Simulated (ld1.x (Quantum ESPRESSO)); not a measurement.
u(r) = r·R(r): atom against pseudo-atom (strontium)

Columns: radius, all-electron u(r) and pseudo u(r) of the 5s shell (level -11.21 eV) of strontium in the configuration [Ar] 3d10 4s2 4p6 4d0 5s0.5 5p0; LDA (PZ), scalar-relativistic, PAW scheme, ld1.x (Quantum ESPRESSO) 7.5.

```
r (bohr)  all-electron   pseudo
   0.178       -0.0470  -0.1885
   0.356        0.1847  -0.3464
   0.534        0.0552  -0.4506
   0.712       -0.1548  -0.4895
   0.890       -0.2821  -0.4648
   1.068       -0.3044  -0.3885
   1.246       -0.2473  -0.2779
   1.424       -0.1431  -0.1501
   1.602       -0.0183  -0.0182
   1.780        0.1091   0.1095
   1.958        0.2278   0.2278
   2.136        0.3317   0.3317
   2.314        0.4181   0.4181
   2.492        0.4863   0.4863
   2.670        0.5372   0.5372
   2.848        0.5724   0.5724
   3.026        0.5936   0.5936
   3.204        0.6029   0.6029
   3.382        0.6022   0.6022
   3.560        0.5933   0.5933
   3.738        0.5779   0.5779
   3.916        0.5573   0.5573
   4.094        0.5330   0.5330
   4.272        0.5058   0.5058
   4.450        0.4769   0.4769
   4.628        0.4469   0.4469
```

(1) How many radial nodes do the two functions have?

(2) At about which radius was the pseudo-wave matched?

(3) Is the pseudo-wave norm-conserving?

Answers

(1) The all-electron 5s function has n − l − 1 = 4 (the table is too coarse to show those close to the nucleus); the pseudo-wave has 1, since 1 lower shell of the same l stays in the valence.

(2) 2.00 bohr. The columns agree to 0.0005 from 1.60 bohr on; several derivatives are matched, so the curves merge somewhat inside the radius.

(3) No, it belongs to a PAW set: the norm inside the radius is not constrained, and the difference is carried by the augmentation charge.
